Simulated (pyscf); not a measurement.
## H₃C–AlH–O•, doublet

Gas-phase minimum from PySCF at ωB97X-D3(BJ)/def2-SVP, one conformer. H₃C–AlH–O• lies 34.0 kcal/mol over its isomer [H₃C–Al–OH]•, and others may lie lower still (electronic energy, ωB97M-D3(BJ)). 

SMILES: [CH3][AlH][O]
```xyz
7

C      0.1010     1.0784    -1.2630
Al    -0.0262     0.3024     0.5176
O      1.0382     0.9117     1.7639
H     -0.8616     1.5289    -1.5608
H      0.8755     1.8583    -1.3312
H      0.3336     0.3017    -2.0119
H     -1.0008    -0.8453     1.0007
```
Charge 0, spin multiplicity 2.

Bonds (Å): C1–Al2 1.947, C1–H4 1.104, C1–H5 1.101, C1–H6 1.104, Al2–O3 1.749, Al2–H7 1.581. Bond angles (°): Al2–C1–H4 110.6, Al2–C1–H5 112.6, Al2–C1–H6 110.7, H4–C1–H5 107.9, H4–C1–H6 106.7, H5–C1–H6 107.9, C1–Al2–O3 118.3, C1–Al2–H7 127.5, O3–Al2–H7 114.2.

Properties at ωB97X-D3(BJ)/def2-SVP:

Harmonic wavenumbers, unscaled: 58, 176, 404, 539, 640, 674, 724, 842, 1230, 1432, 1437, 1980, 3058, 3149, 3172 cm⁻¹
Zero-point energy: 27.9 kcal/mol
Rotational symmetry number: 1
Entropy of this conformer at 298 K and 1 atm, rigid rotor and harmonic oscillator, modes under 100 cm⁻¹ raised to 100: 300.0 J/(mol K)
Dipole moment: 2.06 D
Spin expectation value S2: 0.753

Single-point totals, which compare only within one level (frozen core for MP2 and CC):

| level | total energy (hartree) |
|---|---|
| ωB97X-D3(BJ)/def2-TZVP | -358.24358 |
| PBE/def2-TZVP | -357.90658 |
| r²SCAN/def2-TZVP | -358.09688 |
| B3LYP-D3(BJ)/def2-TZVP | -358.22245 |
| PBE0-D3(BJ)/def2-TZVP | -357.94003 |
| M06-2X/def2-TZVP | -358.11132 |
| ωB97M-D3(BJ)/def2-TZVP | -358.25118 |
| UHF/def2-TZVPP | -357.03380 |
| MP2/def2-TZVPP | -357.47793 |
| CCSD/def2-TZVPP | -357.51508 |
| CCSD(T)/def2-TZVPP | -357.53085 |

Soft torsions are taken as harmonic, which can shift the entropy by several J/(mol K). The CCSD(T) − MP2 part came from Ansatz, without density fitting, on the same reference.
